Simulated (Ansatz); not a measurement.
CH3BiClFO (`C[O][Bi]([F])[Cl]`). Total charge 0; spin multiplicity 1. Bi: def2 effective core potential. All single points use the PBE0-D4/def2-TZVP geometry. It is one conformer, not always the lowest.

```xyz
8

C     1.056    0.006    0.407
O     0.583    0.571   -0.800
Bi   -1.367    0.515   -1.337
F    -2.081    1.162    0.425
Cl   -1.791   -1.835   -0.871
H     2.131    0.198    0.458
H     0.577    0.459    1.280
H     0.892   -1.076    0.437
```

Task: What is the dipole moment at PBE/def2-TZVPP? (An estimate is asked.)

Result: Ansatz gave: 2.83 D, with components (0.39, 1.31, -2.48) D in this frame, pointing from negative to positive charge.

Task: And with r2SCAN, B3LYP, ωB97M-V? (Estimate.)

Result: Computed: r2SCAN 2.95 D, B3LYP 3.03 D, ωB97M-V 3.10 D.

Task: Give the Mulliken charges with PBE, ωB97M-V, r2SCAN in def2-TZVPP. (Estimate.)

Result: The calculation gave: 
```tsv
atom	PBE	ωB97M-V	r2SCAN
C1	-0.14	-0.18	0.00
O2	-0.48	-0.54	-0.55
Bi3	1.11	1.19	1.21
F4	-0.45	-0.49	-0.49
Cl5	-0.37	-0.36	-0.39
H6	0.11	0.12	0.07
H7	0.11	0.13	0.08
H8	0.10	0.12	0.07
```

B3LYP here is the variant with VWN-RPA as its local correlation; programs differ in this.
